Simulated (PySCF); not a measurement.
Species: C4H13N3Si2.
Atom-mapped SMILES: `[CH3:1]/[N:2]=[CH:3]/[CH:4]=[N:5]/[SiH2:6][N:7]([CH3:8])[SiH3:9]` (hydrogens: H10, H11, H12 on C1; H13 on C3; H14 on C4; H15, H16 on Si6; H17, H18, H19 on C8; H20, H21, H22 on Si9)

Cartesian coordinates in Å at the GFN2-xTB level; atoms count from 1:
```
atom  x, y, z in Å
C1     4.5445    1.4790    0.4669
N2     3.6105    0.6001   -0.1472
C3     2.3778    0.8684   -0.1473
C4     1.4283   -0.0435   -0.7701
N5     0.1989    0.2131   -0.7584
Si6   -1.1946   -0.6060   -1.3544
N7    -2.2413   -0.7276    0.0249
C8    -2.3217    0.4209    0.9084
Si9   -3.4856   -1.9132    0.2330
H10    4.0883    2.3723    0.9147
H11    5.2743    1.7768   -0.2877
H12    5.0816    0.9178    1.2335
H13    1.9505    1.7713    0.3097
H14    1.8736   -0.9341   -1.2267
H15   -1.6908    0.3126   -2.3864
H16   -1.0209   -1.9642   -1.8639
H17   -1.3857    0.9729    0.8877
H18   -3.1288    1.0972    0.6100
H19   -2.5150    0.0949    1.9314
H20   -3.4757   -2.3033    1.6481
H21   -4.8064   -1.3562   -0.0953
H22   -3.1721   -3.0299   -0.6486
```

Computed at PBE0/pcSseg-1 (PySCF, non-relativistic), with Q(14N) = 0.02044 b: N2, 14N (I = 1): χzz = -5.728 MHz, η = 0.497; N5, 14N (I = 1): χzz = -4.821 MHz, η = 0.769; N7, 14N (I = 1): χzz = -3.861 MHz, η = 0.592.

Task: Find the zero-field quadrupole resonance frequencies of 14N at N2.

Result: From ν± = (3/4)|χ|(1 ± η/3) and ν0 = |χ|η/2: ν+ 5.008 MHz, ν− 3.584 MHz, ν0 1.424 MHz (imine nitrogen).

Task: Find the zero-field quadrupole resonance frequencies of 14N at N5.

Result: From ν± = (3/4)|χ|(1 ± η/3) and ν0 = |χ|η/2: ν+ 4.542 MHz, ν− 2.688 MHz, ν0 1.854 MHz (C=N nitrogen).

Task: Where would the pure quadrupole (NQR) lines of 14N at N7 fall for the rigid, isolated species?

Result: From ν± = (3/4)|χ|(1 ± η/3) and ν0 = |χ|η/2: ν+ 3.467 MHz, ν− 2.325 MHz, ν0 1.142 MHz (nitrogen bridging silicon atoms).

In a crystal, neighbours and librations shift these lines. GFN2-xTB bond lengths can be off by several hundredths of an ångström, more for odd bonds, and the gradients follow them. With a basis this small, the couplings can be 20 % off.

These values come from a run that also computed NMR shieldings. Hardware: Arm Neoverse N1, one thread, no GPU, on a shared host. Cost: 1.8 min wall, 1.1 GiB resident at most.

One conformer stands for the species.
